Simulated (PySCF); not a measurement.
Record of a relaxation.

C2H7FOSi.
SMILES with atom numbers: `[OH:1][CH2:2][C@H:3]([F:4])[SiH3:5]` (hydrogens: H6 on O1; H7, H8 on C2; H9 on C3; H10, H11, H12 on Si5)

Method: PBE0-D3(BJ)/def2-SVP geometry optimisation, gas phase in PySCF; density fitting, grid level 1; the optimiser is geomeTRIC in internal coordinates, started from a GFN2-xTB structure with every atom displaced at random (about 0.01 Å). 7 of its 8 geometries are shown. The frame can shift and turn from step to step; on so coarse a grid that alone can change the energy by a few meV, and forces under 0.02 eV/Å are noise.

Step 0: E = -14810.5921 eV, largest atomic force 1.416 eV/Å
```
atom  x, y, z in Å  |  force x, y, z in eV/Å
O1     -0.957    1.137   -0.796   -0.198   1.352   0.168
C2     -1.281   -0.105   -0.254    0.899   0.199   0.161
C3     -0.133   -0.608    0.578    0.428   0.204   0.391
F4     -0.184   -0.057    1.865   -0.075   0.311  -0.028
Si5     1.536   -0.015   -0.219   -0.843  -0.248   1.111
H6     -0.937    1.806   -0.082   -0.022  -0.581  -0.475
H7     -2.192   -0.070    0.338   -0.625  -0.135   0.297
H8     -1.406   -0.764   -1.107   -0.256  -0.483  -0.320
H9     -0.182   -1.682    0.751   -0.014  -0.594  -0.274
H10     2.598   -0.820    0.406    0.418  -0.214   0.067
H11     1.436   -0.248   -1.635    0.172  -0.139  -1.075
H12     1.740    1.397    0.145    0.115   0.328  -0.024
```

Step 1: E = -14810.7334 eV, largest atomic force 0.419 eV/Å
```
atom  x, y, z in Å  |  force x, y, z in eV/Å
O1     -1.067    1.270   -0.746   -0.006  -0.360  -0.214
C2     -1.302   -0.025   -0.253   -0.015   0.059   0.019
C3     -0.144   -0.570    0.555    0.012   0.064   0.059
F4     -0.184    0.009    1.829    0.057   0.000  -0.040
Si5     1.569   -0.127   -0.199   -0.142   0.082  -0.074
H6     -0.938    1.839    0.013    0.045   0.280   0.308
H7     -2.216   -0.053    0.381    0.093  -0.102  -0.083
H8     -1.473   -0.678   -1.124   -0.003   0.033   0.008
H9     -0.248   -1.661    0.690   -0.061   0.003  -0.037
H10     2.629   -0.970    0.426   -0.021  -0.033   0.041
H11     1.551   -0.367   -1.673    0.016  -0.033   0.022
H12     1.862    1.304    0.092    0.025   0.008  -0.009
```

Step 2: E = -14810.7425 eV, largest atomic force 0.086 eV/Å
```
atom  x, y, z in Å  |  force x, y, z in eV/Å
O1     -1.060    1.278   -0.724   -0.007  -0.003   0.043
C2     -1.296   -0.024   -0.255    0.004   0.071   0.048
C3     -0.143   -0.565    0.555    0.037  -0.016   0.026
F4     -0.176    0.017    1.828    0.010  -0.005  -0.036
Si5     1.560   -0.126   -0.206   -0.019   0.037  -0.023
H6     -0.949    1.848    0.047   -0.011  -0.029  -0.019
H7     -2.212   -0.078    0.367   -0.023  -0.034  -0.030
H8     -1.453   -0.666   -1.136    0.014   0.018  -0.018
H9     -0.253   -1.657    0.686   -0.024  -0.003   0.003
H10     2.607   -0.973    0.438    0.001  -0.005   0.014
H11     1.547   -0.391   -1.675    0.006  -0.024   0.004
H12     1.867    1.307    0.066    0.012  -0.009  -0.011
```

Step 4: E = -14810.7494 eV, largest atomic force 0.092 eV/Å
```
atom  x, y, z in Å  |  force x, y, z in eV/Å
O1     -1.077    1.323   -0.652   -0.026   0.073   0.050
C2     -1.291   -0.004   -0.259   -0.009  -0.019  -0.004
C3     -0.140   -0.555    0.548    0.002  -0.002  -0.050
F4     -0.166    0.029    1.817   -0.007   0.008   0.024
Si5     1.565   -0.142   -0.222    0.043  -0.047   0.045
H6     -1.007    1.854    0.151    0.016  -0.049  -0.048
H7     -2.225   -0.120    0.326   -0.020   0.007   0.015
H8     -1.406   -0.604   -1.176    0.017   0.010  -0.012
H9     -0.263   -1.646    0.676    0.003  -0.002   0.008
H10     2.595   -0.978    0.468    0.004   0.014  -0.011
H11     1.557   -0.481   -1.675   -0.011   0.003  -0.009
H12     1.898    1.294   -0.012   -0.011   0.003  -0.009
```

Step 5: E = -14810.7507 eV, largest atomic force 0.057 eV/Å
```
atom  x, y, z in Å  |  force x, y, z in eV/Å
O1     -1.086    1.346   -0.617   -0.027   0.029   0.009
C2     -1.291    0.007   -0.262   -0.008  -0.022  -0.013
C3     -0.141   -0.551    0.541   -0.001  -0.002  -0.042
F4     -0.166    0.032    1.810   -0.007   0.008   0.025
Si5     1.569   -0.155   -0.226    0.027  -0.038   0.032
H6     -1.016    1.851    0.202    0.024  -0.009  -0.004
H7     -2.230   -0.133    0.311   -0.002   0.007   0.010
H8     -1.391   -0.569   -1.196    0.010   0.006  -0.001
H9     -0.270   -1.642    0.669    0.001   0.000   0.001
H10     2.597   -0.978    0.479   -0.001   0.008  -0.007
H11     1.559   -0.522   -1.673   -0.007   0.009  -0.005
H12     1.905    1.285   -0.046   -0.010   0.005  -0.006
```

Step 6: E = -14810.7513 eV, largest atomic force 0.032 eV/Å
```
atom  x, y, z in Å  |  force x, y, z in eV/Å
O1     -1.093    1.366   -0.587   -0.020  -0.009  -0.020
C2     -1.292    0.017   -0.265    0.000  -0.002  -0.005
C3     -0.143   -0.551    0.533   -0.003  -0.007  -0.015
F4     -0.168    0.030    1.805    0.000   0.002   0.014
Si5     1.572   -0.166   -0.229    0.003  -0.011   0.007
H6     -1.007    1.845    0.245    0.020   0.009   0.023
H7     -2.233   -0.140    0.301    0.006   0.004   0.000
H8     -1.383   -0.538   -1.213    0.002   0.004   0.003
H9     -0.278   -1.641    0.659   -0.002   0.001  -0.005
H10     2.599   -0.979    0.486   -0.003  -0.001  -0.001
H11     1.559   -0.551   -1.672    0.000   0.008  -0.001
H12     1.906    1.276   -0.071   -0.004   0.003  -0.001
```

Step 7: E = -14810.7516 eV, largest atomic force 0.025 eV/Å
```
atom  x, y, z in Å  |  force x, y, z in eV/Å
O1     -1.094    1.375   -0.573   -0.009  -0.013  -0.016
C2     -1.294    0.023   -0.266    0.005   0.007   0.002
C3     -0.145   -0.552    0.528   -0.005  -0.009   0.002
F4     -0.169    0.024    1.803    0.004  -0.003   0.001
Si5     1.571   -0.171   -0.231   -0.007   0.006  -0.007
H6     -0.989    1.842    0.264    0.011   0.012   0.020
H7     -2.234   -0.139    0.300    0.004   0.001  -0.004
H8     -1.385   -0.522   -1.219   -0.001  -0.002   0.003
H9     -0.283   -1.643    0.650   -0.003   0.001  -0.006
H10     2.599   -0.982    0.487   -0.003  -0.004   0.002
H11     1.559   -0.557   -1.674    0.003   0.004   0.001
H12     1.903    1.272   -0.077    0.001   0.000   0.003
```

Problem. Summarise the path.

Solution. The energy falls by 15.38 kJ/mol from step 0 to step 7; nine tenths of that is first reached at step 2. It falls at every step. The largest force goes from 1.416 to 0.025 eV/Å. Among the bonds Si5–H11 changes most, from 1.438 to 1.494 Å; the atoms move by 0.204 Å rms after alignment.

The cost below is that of the whole optimisation. The run took 52 s on one thread, Arm Neoverse N1 (aarch64), shared host with 64 logical CPUs at a one-minute load of 67, and the process peaked at 0.45 GiB of memory.
